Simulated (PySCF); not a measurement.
**Electron correlation in Zn²⁺ (zinc, charge +2)**

[Ar] 3d10, closed-shell 1S. Calculation: PySCF 2.14, in x2c-SVPall; scalar relativity by spin-free X2C-1e. Frozen: [Ar]; 10 electrons correlated.

Total MP2 correlation energy: -249.93 mhartree.

Same-spin part -95.84 and opposite-spin part -154.10 mhartree; SCS-MP2 scales them by 1/3 and 6/5 to -216.86 mhartree.

| level | correlation energy (mhartree) |
| --- | --- |
| CCSD | -230.50 |
| (T) | -5.62 |
| CCSD(T) | -236.12 |

Diagnostics: T1 = 0.0085, D1 = 0.0120, largest double amplitude 0.023.

Cost of the coupled-cluster step: 0.14 s of wall time on 1 thread of Neoverse-V2 (shared host), for 10 correlated electrons.

Iterations:

```
CC2 = 0
CCSD nocc = 5, nmo = 27
frozen orbitals [0, 1, 2, 3, 4, 5, 6, 7, 8]
max_cycle = 100
direct = 0
conv_tol = 1e-08
conv_tol_normt = 1e-06
diis_space = 8
diis_start_cycle = 0
Init t2, MP2 energy = -1793.28590566971  E_corr(MP2) -0.249932686727127
Init E_corr(CCSD) = -0.249932686727877
cycle = 1  E_corr(CCSD) = -0.224583127323875  dE = 0.0253495594  norm(t1,t2) = 0.0378753
cycle = 2  E_corr(CCSD) = -0.232340004123212  dE = -0.0077568768  norm(t1,t2) = 0.0136114
cycle = 3  E_corr(CCSD) = -0.230536426352134  dE = 0.00180357777  norm(t1,t2) = 0.0058432
cycle = 4  E_corr(CCSD) = -0.230493213758661  dE = 4.32125935e-05  norm(t1,t2) = 0.000393318
cycle = 5  E_corr(CCSD) = -0.230504063560507  dE = -1.08498018e-05  norm(t1,t2) = 0.000109755
cycle = 6  E_corr(CCSD) = -0.230503666394441  dE = 3.97166066e-07  norm(t1,t2) = 6.77778e-06
cycle = 7  E_corr(CCSD) = -0.230503325641509  dE = 3.40752932e-07  norm(t1,t2) = 1.15118e-06
cycle = 8  E_corr(CCSD) = -0.230503266186083  dE = 5.94554269e-08  norm(t1,t2) = 2.21019e-07
cycle = 9  E_corr(CCSD) = -0.230503271476116  dE = -5.29003333e-09  norm(t1,t2) = 2.45217e-08
CCSD converged
E(CCSD) = -1793.266476254463  E_corr = -0.2305032714761159
CCSD(T) correction = -0.00561578027035347
```
